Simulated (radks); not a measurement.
Trend from La+ to Lu+: ionisation energy by Delta-SCF between NIST ground configurations, and size. All-electron calculation, scalar-relativistic Kohn-Sham, r2SCAN, spin-unpolarised, spherical densities, finite nucleus; meta-GGA in the generalised Kohn-Sham scheme; Fermi nuclear charge, rms radius of each element as measured or else 0.836 A^(1/3) + 0.57 fm. Program: a radial shooting solver on a logarithmic mesh with Libxc functionals.

species     configuration  IE (eV)  NIST (eV)       kind  -e(HOMO) (eV)  outermost  <r> outermost (bohr)  r at 0.001 e/bohr^3 (bohr)
La+              [Xe] 5d2   10.483     11.185       exp.     6.911 (5d)         5d                  2.89                        4.41
Ce+          [Xe] 4f1 5d2    9.361      10.96  semi-emp.     6.958 (5d)         5d                  2.83                        4.37
Pr+          [Xe] 4f3 6s1   10.110      10.63  semi-emp.     6.620 (4f)         6s                  4.20                        4.68
Nd+          [Xe] 4f4 6s1   10.274      10.78  semi-emp.     7.281 (4f)         6s                  4.13                        4.65
Pm+          [Xe] 4f5 6s1   10.429      10.94  semi-emp.     7.825 (4f)         6s                  4.07                        4.61
Sm+          [Xe] 4f6 6s1   10.579      11.08  semi-emp.     8.276 (4f)         6s                  4.01                        4.58
Eu+          [Xe] 4f7 6s1   10.726      11.24  semi-emp.     8.393 (6s)         6s                  3.96                        4.55
Gd+      [Xe] 4f7 5d1 6s1   11.668      12.08  semi-emp.     8.245 (5d)         6s                  3.73                        4.63
Tb+          [Xe] 4f9 6s1   11.013      11.51  semi-emp.     8.607 (6s)         6s                  3.86                        4.50
Dy+         [Xe] 4f10 6s1   11.156      11.65  semi-emp.     8.713 (6s)         6s                  3.81                        4.47
Ho+         [Xe] 4f11 6s1   11.299      11.78  semi-emp.     8.819 (6s)         6s                  3.76                        4.45
Er+         [Xe] 4f12 6s1   11.441      11.92  semi-emp.     8.925 (6s)         6s                  3.71                        4.42
Tm+         [Xe] 4f13 6s1   11.585      12.07  semi-emp.     9.032 (6s)         6s                  3.67                        4.40
Yb+         [Xe] 4f14 6s1   11.729     12.179       exp.     9.140 (6s)         6s                  3.62                        4.37
Lu+         [Xe] 4f14 6s2   14.227      14.13  semi-emp.    11.127 (6s)         6s                  3.30                        4.66

Reference values: NIST Atomic Spectra Database (exp. = measured, semi-emp. = semi-empirical, theory = theoretical value adopted there). Spin polarisation and multiplet splitting are left out, so open shells lie too high by an amount that depends on their filling. Spin-orbit splitting is averaged out at the scalar-relativistic level.

Beside tabulated values, note that spin-unpolarised runs miss the spin-polarisation part of the exchange energy of open shells.
